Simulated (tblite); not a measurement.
Species: C5H7BSi.
SMILES with atom numbers: `[BH2:1][Si@@H:2]1[CH:3]=[CH:4][C@H:5]1[C:6]#[CH:7]` (hydrogens: H8, H9 on B1; H10 on Si2; H11 on C3; H12 on C4; H13 on C5; H14 on C7)

Computed with GFN2-xTB (tblite), gas phase: L-BFGS steps from a force-field or distance-geometry start until the largest atomic force falls under 0.01 eV/Å.

Step 25: E = -464.3918 eV
```
atom  x, y, z in Å  |  force x, y, z in eV/Å
B1      2.4801    0.7406   -0.8301    0.032   0.052  -0.039
Si2     0.9271    0.5397    0.3228   -0.011   0.030  -0.075
C3      0.6490   -1.2075    1.0196   -0.032  -0.041  -0.003
C4     -0.4488   -1.4517    0.3074   -0.013  -0.027  -0.062
C5     -0.7155   -0.1947   -0.4803    0.062   0.089   0.023
C6     -1.9503    0.4517   -0.1438   -0.025   0.024  -0.056
C7     -2.9752    1.0151    0.1198    0.001  -0.016   0.001
H8      3.5108    1.0878   -0.3988   -0.035  -0.003   0.012
H9      2.4428    0.5007   -1.9746    0.016  -0.023   0.027
H10     0.5630    1.5848    1.2927    0.000   0.046   0.045
H11     1.1436   -1.8714    1.7096    0.015  -0.043   0.003
H12    -1.0580   -2.3414    0.2525   -0.036  -0.036   0.071
H13    -0.6911   -0.3539   -1.5633    0.013  -0.041   0.027
H14    -3.8781    1.4997    0.3443    0.014  -0.010   0.026
```

Step 26: E = -464.3930 eV
```
atom  x, y, z in Å  |  force x, y, z in eV/Å
B1      2.4837    0.7416   -0.8334    0.010   0.051  -0.017
Si2     0.9298    0.5390    0.3192   -0.010  -0.008  -0.072
C3      0.6482   -1.2093    1.0181   -0.019  -0.027  -0.011
C4     -0.4522   -1.4495    0.3081    0.004  -0.033  -0.045
C5     -0.7154   -0.1912   -0.4802    0.032   0.019   0.016
C6     -1.9524    0.4498   -0.1408    0.010   0.044  -0.087
C7     -2.9773    1.0136    0.1212   -0.008  -0.015   0.000
H8      3.5078    1.0950   -0.3929   -0.015  -0.001   0.000
H9      2.4541    0.5007   -1.9778    0.014  -0.023   0.030
H10     0.5715    1.5852    1.2901   -0.005   0.043   0.046
H11     1.1416   -1.8773    1.7065    0.004  -0.016  -0.011
H12    -1.0655   -2.3375    0.2602   -0.028  -0.012   0.055
H13    -0.6924   -0.3557   -1.5637    0.006  -0.016   0.060
H14    -3.8820    1.4952    0.3433    0.003  -0.006   0.035
```

Step 27: E = -464.3939 eV
```
atom  x, y, z in Å  |  force x, y, z in eV/Å
B1      2.4862    0.7433   -0.8359   -0.014   0.042   0.004
Si2     0.9313    0.5385    0.3152   -0.007  -0.023  -0.031
C3      0.6471   -1.2111    1.0167    0.001  -0.008  -0.019
C4     -0.4546   -1.4488    0.3078    0.012  -0.026  -0.013
C5     -0.7148   -0.1884   -0.4797   -0.007  -0.041   0.003
C6     -1.9535    0.4497   -0.1400    0.031   0.053  -0.096
C7     -2.9789    1.0121    0.1221   -0.013  -0.012  -0.001
H8      3.5055    1.1001   -0.3888    0.008   0.005  -0.004
H9      2.4624    0.5002   -1.9794    0.015  -0.023   0.019
H10     0.5775    1.5860    1.2887   -0.002   0.023   0.029
H11     1.1404   -1.8814    1.7041   -0.006   0.002  -0.025
H12    -1.0717   -2.3353    0.2665   -0.019   0.011   0.038
H13    -0.6930   -0.3571   -1.5627    0.004   0.001   0.057
H14    -3.8847    1.4918    0.3431   -0.003  -0.004   0.039
```

Problem. Estimate the geometry and energy of step 28. (The exact step hangs on the optimiser's Hessian estimate; all steps are aligned on step 27, rigid shifts and turns removed.)

Solution. E = -464.3947 eV, largest force 0.105 eV/Å
```
atom  x, y, z in Å  |  force x, y, z in eV/Å
B1      2.4879    0.7456   -0.8378   -0.027   0.029   0.019
Si2     0.9322    0.5378    0.3116   -0.005  -0.019   0.017
C3      0.6463   -1.2127    1.0151    0.021   0.007  -0.024
C4     -0.4563   -1.4491    0.3072    0.009  -0.011   0.020
C5     -0.7145   -0.1871   -0.4790   -0.036  -0.068  -0.007
C6     -1.9536    0.4511   -0.1411    0.032   0.052  -0.085
C7     -2.9801    1.0107    0.1227   -0.014  -0.010  -0.002
H8      3.5037    1.1038   -0.3857    0.024   0.012  -0.006
H9      2.4687    0.4994   -1.9801    0.015  -0.021   0.007
H10     0.5819    1.5869    1.2881    0.002  -0.004   0.005
H11     1.1397   -1.8840    1.7020   -0.009   0.010  -0.031
H12    -1.0768   -2.3338    0.2719   -0.014   0.022   0.023
H13    -0.6931   -0.3581   -1.5608    0.005   0.006   0.028
H14    -3.8866    1.4891    0.3438   -0.003  -0.004   0.038
```

The energy changes by -0.0007 eV. The first-order estimate −F·Δx gives -0.0010 eV and the mean of the old and new forces, exact on a quadratic surface, -0.0007 eV. The step makes an angle of 67° with the force vector and moves no atom by more than 0.008 Å.

What follows is the cost of the whole relaxation. Time: 1.1 s. Hardware: one thread of an Arm Neoverse N1, no GPU, shared host with 64 logical CPUs at a one-minute load of 61.
